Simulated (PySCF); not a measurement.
## Os (osmium, neutral) across methods

[Xe] 4f14 5d6 6s2, high-spin 5D determinant. Calculation: PySCF 2.14, in def2-TZVPPD with the def2 core potential (60 electrons); scalar relativity through the core potential.

| method | E (hartree) | mean ε 6s α (eV) | mean ε 5d β (eV) | mean ε 6s β (eV) | Σ⟨r²⟩ (bohr²) | ⟨S²⟩ |
| --- | --- | --- | --- | --- | --- | --- |
| LC-wPBE | -90.5622 | -9.376 | -9.068 | -7.888 | 56.20 | 6.012 |
| TPSS | -90.5448 | -6.549 | -5.185 | -5.131 | 56.52 | 6.011 |
| UHF | -89.83855 | -8.834 | -9.404 | -6.728 | 58.06 | 6.030 |
| B97-3 | -90.5765 | -7.197 | -6.478 | -5.804 | 56.77 | 6.012 |
| PBE | -90.5921 | -6.513 | -4.999 | -5.170 | 56.24 | 6.009 |
| LDA | -90.3902 | -6.765 | -5.069 | -5.572 | 56.42 | 6.008 |
| r2SCAN | -90.6006 | -6.488 | -4.948 | -5.126 | 55.91 | 6.019 |
| revPBE | -90.6366 | -6.471 | -5.105 | -5.131 | 56.56 | 6.011 |
| PBE0 | -90.5484 | -7.273 | -6.400 | -5.855 | 56.54 | 6.012 |

Energies and moments cover only the electrons outside the core potential. Spin-orbit coupling, absent here, splits the open shell strongly.
